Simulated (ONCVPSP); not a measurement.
## Cutoff test, Tc (Z = 43), ONCV

ONCVPSP 4.0.1 input, shortened (lines: element, Z, core and valence counts, functional; n l f; lmax; l rc ep ncon nbas qcut; lloc lpopt rc5 dvloc0; l nproj debl; icmod fcfact rcfact), PBEsol, scalar-relativistic:

```
  Tc 43.00    6    4  -116133      upf
    1    0    2.00
    2    0    2.00
    2    1    6.00
    3    0    2.00
    3    1    6.00
    3    2   10.00
    4    0    2.00
    4    1    6.00
    4    2    5.00
    5    0    0.50
    2
    0    1.85    0.00    3    8    6.50
    1    1.70    0.00    3    8    9.00
    2    1.75    0.00    4    8    9.50
    4    5    1.45    6.00
    0    2    1.90
    1    2    3.60
    2    2    3.00
    0    0.00    0.00
```

Problem. For each optimised wave give the share of its norm inside rc, the residual kinetic energy above qcut (Ha) and the cutoffs (Ha) for errors of 10, 1, 0.1 and 0.01 mHa per electron.

Solution.

```
         wave  norm inside rc  residual KE  10 mHa  1 mHa  0.1 mHa  0.01 mHa
           4s           0.971      1.4e-06     5.4   13.0     16.3      18.9
           5s           0.110      3.4e-06     4.6   13.0     16.8      19.8
           4p           0.892      3.7e-08    10.1   18.8     26.8      31.8
p projector 2           0.085      8.6e-08     9.6   18.4     27.9      32.9
           4d           0.630      1.3e-08    17.9   24.2     29.6      34.5
d projector 2           0.098      4.4e-08    18.9   25.3     31.2      36.4
```

The occupied waves need 24 Ha and 30 Ha for 1 and 0.1 mHa.
